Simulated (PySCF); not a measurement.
C$_{2}$H$_{6}$Zn (SMILES [CH3][Zn][CH3]), singlet, geometry from GFN2-xTB (such geometries of metal compounds can be far from the true shape); BLYP/def2-SVP run with PySCF.

Here is a job for PySCF.
```python
from pyscf import gto, scf, dft

mol = gto.M(
    atom='''
Zn   -0.000000    0.000000   -0.000000
C     1.581688    0.227143   -1.271717
H     2.290515   -0.591644   -1.183046
H     2.128134    1.145460   -1.074739
H     1.262090    0.261983   -2.309674
C    -1.581688   -0.227143    1.271717
H    -2.128134   -1.145460    1.074739
H    -2.290515    0.591644    1.183046
H    -1.262090   -0.261983    2.309674
''',
    basis='def2-svp',
    charge=0,
    spin=0,
    verbose=4,
)

mf = dft.RKS(mol)
mf.xc = 'blyp'
mf.grids.atom_grid = (99, 590)
mf.grids.prune = None
mf.kernel()
```

### Question
What does PySCF print? Leave out banner, timings and long lists.

### Answer

```
PySCF version 2.14.0

[INPUT] verbose = 4
[INPUT] num. atoms = 9
[INPUT] num. electrons = 48
[INPUT] charge = 0
[INPUT] spin (= nelec alpha-beta = 2S) = 0
[INPUT] symmetry False subgroup None
[INPUT] Mole.unit = angstrom
[INPUT] Symbol           X                Y                Z      unit          X                Y                Z       unit  Magmom
[INPUT]  1 Zn     0.000000000000   0.000000000000   0.000000000000 AA    0.000000000000   0.000000000000   0.000000000000 Bohr   0.0
[INPUT]  2 C      1.581688000000   0.227143000000  -1.271717000000 AA    2.988957134511   0.429238061112  -2.403196837954 Bohr   0.0
[INPUT]  3 H      2.290515000000  -0.591644000000  -1.183046000000 AA    4.328446034208  -1.118045123242  -2.235632932762 Bohr   0.0
[INPUT]  4 H      2.128134000000   1.145460000000  -1.074739000000 AA    4.021590416375   2.164605686644  -2.030962365389 Bohr   0.0
[INPUT]  5 H      1.262090000000   0.261983000000  -2.309674000000 AA    2.385004444552   0.495076119292  -4.364651297029 Bohr   0.0
[INPUT]  6 C     -1.581688000000  -0.227143000000   1.271717000000 AA   -2.988957134511  -0.429238061112   2.403196837954 Bohr   0.0
[INPUT]  7 H     -2.128134000000  -1.145460000000   1.074739000000 AA   -4.021590416375  -2.164605686644   2.030962365389 Bohr   0.0
[INPUT]  8 H     -2.290515000000   0.591644000000   1.183046000000 AA   -4.328446034208   1.118045123242   2.235632932762 Bohr   0.0
[INPUT]  9 H     -1.262090000000  -0.261983000000   2.309674000000 AA   -2.385004444552  -0.495076119292   4.364651297029 Bohr   0.0

nuclear repulsion = 158.385998960853
number of shells = 41
number of NR pGTOs = 163
number of NR cGTOs = 89
basis = def2-svp
ecp = {}

******** <class 'pyscf.dft.rks.RKS'> ********
method = RKS
initial guess = minao
damping factor = 0
level_shift factor = 0
DIIS = <class 'pyscf.scf.diis.CDIIS'>
diis_start_cycle = 1
diis_space = 8
diis_damp = 0
SCF conv_tol = 1e-09
SCF conv_tol_grad = None
SCF max_cycles = 50
direct_scf = True
direct_scf_tol = 1e-13
XC library pyscf.dft.libxc version 7.1.2
    S. Lehtola, C. Steigemann, M. J. T. Oliveira, and M. A. L. Marques,  SoftwareX 7, 1–5 (2018)
XC functionals = blyp
    A. D. Becke,  Phys. Rev. A 38, 3098 (1988)
    C. Lee, W. Yang, and R. G. Parr,  Phys. Rev. B 37, 785 (1988)
    B. Miehlich, A. Savin, H. Stoll, and H. Preuss,  Chem. Phys. Lett. 157, 200 (1989)
radial grids:
    Treutler-Ahlrichs [JCP 102, 346 (1995); DOI:10.1063/1.469408] (M4) radial grids

becke partition: Becke, JCP 88, 2547 (1988); DOI:10.1063/1.454033
pruning grids: None
grids dens level: 3
symmetrized grids: False
atomic radii adjust function: <function treutler_atomic_radii_adjust>
User specified grid scheme (99, 590)
small_rho_cutoff = 0
Set gradient conv threshold to 3.16228e-05
Initial guess from minao.
tot grids = 525696
init E= -1858.31668906366
  HOMO = -0.283992221481645  LUMO = -0.0512307697171561  gap/eV = 6.33376
cycle= 1 E= -1858.71252494138  delta_E= -0.396  |g|= 0.96  |ddm|= 2.97
  HOMO = -0.114726447060982  LUMO = 0.0088992800115989  gap/eV = 3.36403
cycle= 2 E= -1858.3127714087  delta_E=  0.4  |g|= 1.65  |ddm|= 2.46
  HOMO = -0.205259891184772  LUMO = -0.0143923286573706  gap/eV = 5.19377
cycle= 3 E= -1858.90369244453  delta_E= -0.591  |g|= 0.0596  |ddm|= 1.67
  HOMO = -0.210767362796656  LUMO = -0.0177009623072024  gap/eV = 5.25360
cycle= 4 E= -1858.90334940856  delta_E= 0.000343  |g|= 0.0601  |ddm|= 0.0802
  HOMO = -0.205063297772303  LUMO = -0.0148380032939306  gap/eV = 5.17629
cycle= 5 E= -1858.90414923468  delta_E= -0.0008  |g|= 0.00404  |ddm|= 0.057
  HOMO = -0.205533610543913  LUMO = -0.0152387461087162  gap/eV = 5.17819
cycle= 6 E= -1858.9041522273  delta_E= -2.99e-06  |g|= 0.000432  |ddm|= 0.00782
  HOMO = -0.205491553042179  LUMO = -0.0151921046453616  gap/eV = 5.17831
cycle= 7 E= -1858.90415231418  delta_E= -8.69e-08  |g|= 7.68e-05  |ddm|= 0.00131
  HOMO = -0.205493174914777  LUMO = -0.0151943737302389  gap/eV = 5.17829
cycle= 8 E= -1858.90415231583  delta_E= -1.65e-09  |g|= 1.08e-05  |ddm|= 8.91e-05
  HOMO = -0.205492092527919  LUMO = -0.0151941564335845  gap/eV = 5.17827
cycle= 9 E= -1858.90415231589  delta_E= -5.73e-11  |g|= 4.28e-07  |ddm|= 2.05e-05
  HOMO = -0.205492042529875  LUMO = -0.0151941582882413  gap/eV = 5.17827
Extra cycle  E= -1858.90415231588  delta_E= 8.64e-12  |g|= 7.72e-07  |ddm|= 1.2e-06
converged SCF energy = -1858.90415231588
```
